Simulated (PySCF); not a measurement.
The same gas-phase reaction for Si, Ge, Sn:
- SiI₂ + 2 HCl + 2 H → SiH₂Cl₂ + 2 HI
- GeI₂ + 2 HCl + 2 H → GeH₂Cl₂ + 2 HI
- SnI₂ + 2 HCl + 2 H → SnH₂Cl₂ + 2 HI

Method: PySCF energies (xtb for GFN2) plus ideal-gas RRHO corrections (1 bar). † marks an energy on the PBE0/def2-TZVP geometry and frequencies; other levels use their own. Open shells (unrestricted): H (multiplicity 2); the rest are closed-shell singlets. GFN2 has no spin-polarisation term. B3LYP is the form with VWN-RPA correlation. I, Sn: scalar-relativistic def2 core potential, no spin-orbit coupling. Ge: all electrons, no relativistic terms. SnH₂Cl₂: computed as isolated molecules; such fragments, hydroxides, amides, oligomers or adducts are transient or little studied in the gas.

ΔH°(298 K) in kJ, by level:

```csv
level,Si,Ge,Sn
ωB97M-V/def2-TZVP†,-608.1,(withheld),-386.5
ωB97X-V/def2-TZVP†,-627.8,-494.9,-395.8
B3LYP/def2-TZVP†,-602.5,(withheld),-360.3
LDA/def2-TZVP†,-628.0,(withheld),-407.3
HF/def2-TZVP†,-536.3,(withheld),-290.1
GFN2-xTB,-752.4,(withheld),-317.4
M06-2X/def2-TZVP†,-589.8,(withheld),-369.6
PBE0/def2-SVP†,-583.3,(withheld),-350.5
```

### Question
What belongs in the gaps?

### Answer

- ωB97M-V/def2-TZVP†, Ge: -477.5
- B3LYP/def2-TZVP†, Ge: -457.1
- LDA/def2-TZVP†, Ge: -503.6
- HF/def2-TZVP†, Ge: -397.3
- GFN2-xTB, Ge: -507.9
- M06-2X/def2-TZVP†, Ge: -470.0
- PBE0/def2-SVP†, Ge: -459.1
